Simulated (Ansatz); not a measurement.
Species: C6H16SSi, SMILES `CC[Si](S)(CC)CC` (charge 0, multiplicity 1), formula C$_{6}$H$_{16}$SSi.

### Question
How many basis functions does frozen-core CCSD(T)/cc-pVDZ // PBE0-D4/def2-SVP (Ansatz, a first-principles code) use, how many core orbitals are frozen, and how many electrons are correlated?

### Answer
200 basis functions and 16 frozen orbitals, which leaves 50 correlated electrons. Core time is of the order of minutes.
